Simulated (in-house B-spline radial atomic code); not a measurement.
Results of a calculation; reference values are marked as such.
Light and heavy implants in InAs at 30 keV

The pair potential comes from two frozen, spherical free-atom densities (PBE, B-spline radial code, scalar-relativistic past argon): electrostatics plus the change in Thomas-Fermi kinetic and Dirac exchange energy where they overlap, the recipe behind the universal ZBL potential, which averages such potentials (from solid-state densities) over many pairs. It is written V = (Z1 Z2 e²/r) φ(r/a), with e² = 14.3996 eV·Å and a = 0.46850 Å/(Z1^0.23 + Z2^0.23); ZBL's fit is φ = 0.18175 e^(−3.1998x) + 0.50986 e^(−0.94229x) + 0.28022 e^(−0.4029x) + 0.02817 e^(−0.20162x). Where φ falls below 4e-4 it is continued as an exponential.

The target, InAs, is taken as amorphous, density 5.68 g/cm³ (NSM archive of the Ioffe Institute); nuclear stopping from classical scattering on these potentials, electronic stopping by Lindhard and Scharff, compounds by atom fraction, projected range from N (S_n + S_e) dR_p/dE = 1 − N S_n (M2/M1) R_p/(2E), which runs up to 8 % short of the full integral equation; no channelling. Lindhard and Scharff's S_e can be off by tens of per cent.

```json
{"ion": "C", "mass (u)": "12.01", "N S_n (eV/nm)": "70.5", "N S_e (eV/nm)": "122", "S_n = S_e at (keV)": "12", "path (nm)": "211", "projected range (nm)": "63.9"}
{"ion": "N", "mass (u)": "14.01", "N S_n (eV/nm)": "96.5", "N S_e (eV/nm)": "131", "S_n = S_e at (keV)": "18", "path (nm)": "176", "projected range (nm)": "54.7"}
{"ion": "F", "mass (u)": "19.0", "N S_n (eV/nm)": "165", "N S_e (eV/nm)": "141", "S_n = S_e at (keV)": "38", "path (nm)": "129", "projected range (nm)": "42.7"}
{"ion": "Al", "mass (u)": "26.98", "N S_n (eV/nm)": "314", "N S_e (eV/nm)": "163", "S_n = S_e at (keV)": "87", "path (nm)": "84.5", "projected range (nm)": "30.7"}
{"ion": "Si", "mass (u)": "28.09", "N S_n (eV/nm)": "346", "N S_e (eV/nm)": "170", "S_n = S_e at (keV)": "96", "path (nm)": "78.6", "projected range (nm)": "28.9"}
{"ion": "Te", "mass (u)": "127.6", "N S_n (eV/nm)": "2010", "N S_e (eV/nm)": "209", "S_n = S_e at (keV)": "2100", "path (nm)": "22.5", "projected range (nm)": "13.8"}
```

(1) How do the nuclear share and the range change from the lightest ion to the heaviest?

(2) With a displacement energy of 15 eV taken for illustration, how many displacements per nanometre does N start at entry, by the rule 0.8 E_damage/(2 E_d)?

## Answers

(1) The nuclear share goes from 37 % for C to 91 % for Te, and the projected range from 63.9 to 13.8 nm, a factor of 4.6. S_e changes by a factor of 1.72, since the heavy ion is slower but has the larger Z1, while S_n grows 29-fold. The heavy ion also keeps its direction better: R_p is 0.61 of the path, against 0.30.

(2) Taking all nuclear loss as damage energy, an upper bound, 0.8 × 96.5/(2 × 15) = 2.57 per nm.
